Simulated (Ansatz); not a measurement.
Species: C₂H₉P₂Si, net charge 0, doublet state. It need not be the lowest isomer of its formula. 
Coordinates optimised at B3LYP-D3(BJ)/def2-TZVP (Ansatz, a quantum-chemistry and plane-wave program):
```xyz
14

C     -0.6822     1.5751    -1.2287
Si    -0.3721     0.1188    -0.1614
C     -1.9314    -0.8923     0.0898
P      1.2103    -1.2609    -1.0550
P      0.3743     0.8540     1.8572
H     -1.5658     1.6680    -1.8514
H      0.0443     2.3705    -1.3527
H     -2.3185    -1.2494    -0.8671
H     -2.7065    -0.2911     0.5688
H     -1.7360    -1.7622     0.7191
H      0.6901    -1.2359    -2.3768
H      2.1427    -0.2204    -1.2980
H      1.0169    -0.3664     2.1957
H      1.5552     1.4313     1.3209
```
Charge 0, spin multiplicity 2.

Wanted: atomisation energy (electronic, to ground-state atoms); the coupled-cluster value holds the core correlation from cc-pwCVTZ, in eV. Valence correlation only, unless marked. Open shells are spin-unrestricted. Spin-orbit coupling is left out. Non-relativistic. Basis-set limits of correlation are two-point, X^-3; Hartree-Fock from the larger set.

Level to compare with: CCSD(T)/CBS(cc-pV(T+d)Z,cc-pV(Q+d)Z) plus the core term (Ansatz), 47.56 eV. It is a level with limits of its own, and the differences hold the functionals' basis error too.

### Question
Rank these functionals by how close they come to CCSD(T)/CBS(cc-pV(T+d)Z,cc-pV(Q+d)Z), closest first: BLYP/def2-TZVPD (Ansatz); B3LYP/def2-TZVPD (Ansatz); wB97M-V/def2-TZVPD (Ansatz).

### Answer
wB97M-V/def2-TZVPD (range-separated hybrid meta-GGA with VV10, 47.72 eV, difference 0.16), B3LYP/def2-TZVPD (global hybrid, 47.07 eV, difference -0.49), BLYP/def2-TZVPD (GGA, 46.55 eV, difference -1.01)
